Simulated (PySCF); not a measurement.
## A survey of $^{29}$Si NMR shifts

One conformer, no solvent model, averaged over atoms made equivalent by symmetry, fast rotation or ring inversion, non-relativistic. NMR shieldings at PBE0/pcSseg-1/GIAO; GFN2-xTB structure; PySCF.

Shieldings were converted by a linear fit to measured shifts: $^{29}$Si (scatter 8.9 ppm rms, 25.8 ppm with the 6 outliers that the fit left out vs TMS, solution or neat liquid). A few per cent of atoms miss by over 2 rms, more outside the fitted compound classes.

Task: Give the $^{29}$Si shifts of `CC1=C[Si@H]([SiH3])C[SiH2]1`, `C#C[Si](C)(C)N`, `N#C[SiH2][SiH2][SiH2]C(Cl)Cl`, `C=C(F)[Si]1(C(=O)O)[SiH2]O[SiH2]1`, `C[C@H]([SiH3])[SiH2]C#C[SiH3]`, `C#CC[SiH2][Si@@H](C)[SiH3]`, `C=NC(=C)O[SiH2]C(C)=O`.

Result: 
| compound | environment | δ (ppm) |
| --- | --- | --- |
| [CH3:1][C:2]1=[CH:3][Si@H:4]([SiH3:5])[CH2:6][SiH2:7]1 | Si4: silicon bonded to 2 C, Si, H, in a 5-membered ring | -28.8 |
| [CH3:1][C:2]1=[CH:3][Si@H:4]([SiH3:5])[CH2:6][SiH2:7]1 | Si7: silicon bonded to 2 C, 2 H, in a 5-membered ring | -29.4 |
| [CH3:1][C:2]1=[CH:3][Si@H:4]([SiH3:5])[CH2:6][SiH2:7]1 | Si5: silicon bonded to Si, 3 H | -103.8 |
| C#C[Si](C)(C)N | silicon bonded to 3 C, N | -26.5 |
| [N:1]#[C:2][SiH2:3][SiH2:4][SiH2:5][CH:6]([Cl:7])[Cl:8] | Si5: silicon bonded to C, Si, 2 H | -38.5 |
| [N:1]#[C:2][SiH2:3][SiH2:4][SiH2:5][CH:6]([Cl:7])[Cl:8] | Si3: silicon bonded to C, Si, 2 H | -88.2 |
| [N:1]#[C:2][SiH2:3][SiH2:4][SiH2:5][CH:6]([Cl:7])[Cl:8] | Si4: silicon bonded to 2 Si, 2 H | -111.9 |
| [CH2:1]=[C:2]([F:3])[Si:4]1([C:5](=[O:6])[OH:7])[SiH2:8][O:9][SiH2:10]1 | Si8/10: silicon bonded to O, Si, 2 H, in a 4-membered ring (×2) | -2.8 |
| [CH2:1]=[C:2]([F:3])[Si:4]1([C:5](=[O:6])[OH:7])[SiH2:8][O:9][SiH2:10]1 | Si4: silicon bonded to 2 C, 2 Si, in a 4-membered ring | -13.9 |
| [CH3:1][C@H:2]([SiH3:3])[SiH2:4][C:5]#[C:6][SiH3:7] | Si4: silicon bonded to 2 C, 2 H | -57.3 |
| [CH3:1][C@H:2]([SiH3:3])[SiH2:4][C:5]#[C:6][SiH3:7] | Si3: silicon bonded to C, 3 H | -59.6 |
| [CH3:1][C@H:2]([SiH3:3])[SiH2:4][C:5]#[C:6][SiH3:7] | Si7: silicon bonded to C, 3 H | -89.0 |
| [CH:1]#[C:2][CH2:3][SiH2:4][Si@@H:5]([CH3:6])[SiH3:7] | Si4: silicon bonded to C, Si, 2 H | -58.5 |
| [CH:1]#[C:2][CH2:3][SiH2:4][Si@@H:5]([CH3:6])[SiH3:7] | Si5: silicon bonded to C, 2 Si, H | -82.2 |
| [CH:1]#[C:2][CH2:3][SiH2:4][Si@@H:5]([CH3:6])[SiH3:7] | Si7: silicon bonded to Si, 3 H | -96.8 |
| C=NC(=C)O[SiH2]C(C)=O | silicon bonded to C, O, 2 H | -52.7 |

Task: Order these by $^{29}$Si shift, lowest first.
A. C=NC[C@@H](F)[SiH2]F
B. [SiH3]/N=C/C1CC1
C. CN(C)[SiH3]
D. FC(F)[Si@H](Cl)C1=C(Cl)CC1

Result: B (-57.0 ppm, silicon bonded to N, 3 H), C (-44.4 ppm, silicon bonded to N, 3 H), D (-31.7 ppm, silicon bonded to 2 C, Cl, H), A (-11.6 ppm, silicon bonded to C, F, 2 H).
